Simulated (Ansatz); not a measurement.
Cost and result for the atomization energy of C₃H₉BOS, SMILES `CC(C)OBS` (15 atoms, 14 bonds).

```
atom   x (Å)   y (Å)   z (Å)
  C1   0.344   0.179   1.685
  C2  -0.391   0.179   0.363
  C3  -0.751   1.569  -0.110
  O4   0.454  -0.424  -0.622
  B5   0.115  -1.565  -1.244
  S6   1.201  -2.306  -2.479
  H7  -0.272   0.635   2.463
  H8   0.591  -0.839   1.992
  H9   1.273   0.749   1.601
 H10  -1.301  -0.427   0.450
 H11  -1.399   2.062   0.618
 H12   0.151   2.172  -0.234
 H13  -1.274   1.530  -1.067
 H14  -0.912  -2.138  -1.011
 H15   2.169  -1.376  -2.405
```

Total charge 0; spin multiplicity 1. Geometry: relaxed with PBE0-D4/def2-TZVP. It is one conformer, not always the lowest. Program: Ansatz. All runs use 2 threads of an AMD EPYC 7R13 on a shared host and a share of an NVIDIA H100 80 GB. Times are those of one run each, without the atoms' runs, and a repeat can differ threefold. Electronic energies, without spin–orbit coupling; frozen cores. CCSD(T)/CBS adds CCSD(T) − MP2 in def2-TZVPP to the MP2 limit, and its time is that of the two runs behind it. T1 = 0.012. B3LYP takes the VWN-RPA correlation (the form of Gaussian; ORCA's B3LYP/G).

CCSD(T)/CBS is a level of theory with its own doubt, some kJ/mol a heavy atom from the limit and from the frozen cores, so smaller differences don't rank the functionals.

```tsv
level	functions	wall time
PBE-D4/def2-TZVPP (with forces)	323	19 s
r2SCAN-D4/def2-TZVPP (with forces)	323	19 s
B3LYP-D4/def2-TZVPP (with forces)	323	24 s
PBE0-D4/def2-TZVPP	323	25 s
MP2/def2-QZVPP	625	31 s
ωB97X-V/def2-TZVPP	323	33 s
ωB97M-V/def2-TZVPP (with forces)	323	34 s
CCSD(T)/def2-TZVPP	323	47 s
B2PLYP/def2-TZVPP	323	50 s
CCSD(T)/CBS(def2)	–	77 s
```

Task: What atomization energy does each give, and how far from CCSD(T)/CBS? (Best estimate.)

Result: Computed: 
| level | atomization (kJ/mol) | difference from CCSD(T)/CBS | per bond |
| --- | --- | --- | --- |
| PBE-D4/def2-TZVPP (with forces) | 5981.4 | 122.5 | 8.7 |
| r2SCAN-D4/def2-TZVPP (with forces) | 5896.2 | 37.3 | 2.7 |
| B3LYP-D4/def2-TZVPP (with forces) | 5869.7 | 10.8 | 0.8 |
| PBE0-D4/def2-TZVPP | 5897.1 | 38.2 | 2.7 |
| MP2/def2-QZVPP | 5887.6 | 28.7 | 2.1 |
| ωB97X-V/def2-TZVPP | 5880.0 | 21.1 | 1.5 |
| ωB97M-V/def2-TZVPP (with forces) | 5893.0 | 34.1 | 2.4 |
| CCSD(T)/def2-TZVPP | 5728.4 | -130.5 | -9.3 |
| B2PLYP/def2-TZVPP | 5811.5 | -47.4 | -3.4 |
| CCSD(T)/CBS(def2) | 5858.9 | 0.0 | 0.0 |

In def2-TZVPP, CCSD(T) changes the Hartree–Fock value by +1329.8 kJ/mol (the triples alone add +78.2 kJ/mol) and MP2 by +1412.6 kJ/mol; breaking electron pairs costs correlation energy, which Hartree–Fock lacks. The D4 term adds +46.4 kJ/mol with B3LYP and +24.8 kJ/mol with PBE0; it sums over pairs of atoms, weighted by their polarisabilities, and B3LYP, whose exchange is more repulsive, gets the larger term. From PBE to PBE0 (25 % exact exchange), in def2-TZVPP and without D4, the atomization energy moves by −79.8 kJ/mol: exact exchange takes away binding that semilocal exchange gives to molecules.
